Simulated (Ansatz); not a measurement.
Compare A (`C[N]1[SiH2][Al]1[CH3]`) with its isomer B (`[CH3][Al]1[NH][SiH]1C`).

Gas-phase electronic energies from Ansatz, PBE0-D4/def2-TZVP geometries. CBS: MP2 limit from def2 TZ/QZ plus the TZ coupled-cluster correction, frozen cores. DFT in def2-TZVPP. B3LYP here is the variant with VWN-RPA as its local correlation; programs differ in this.

Which isomer does CCSD(T)/CBS put lower? Give the gap. (Best estimate.)

Computed: B, by 76.3 kJ/mol.

Give E(B) − E(A) in kJ/mol with PBE0-D4, B3LYP-D4, PBE-D4, B2PLYP, ωB97M-V, CCSD/def2-TZVPP, CCSD(T)/def2-TZVPP. (Estimate.)

The calculation gave: PBE0-D4 -73.0, B3LYP-D4 -69.6, PBE-D4 -70.6, B2PLYP -72.7, ωB97M-V -76.7, CCSD/def2-TZVPP -73.1, CCSD(T)/def2-TZVPP -72.9. None reverses the order clearly.

Largest T1 diagnostic: 0.013.

In def2-TZVPP, CCSD(T) changes the Hartree–Fock value by −3.1 kJ/mol (the triples alone add +0.3 kJ/mol) and MP2 by −6.0 kJ/mol.
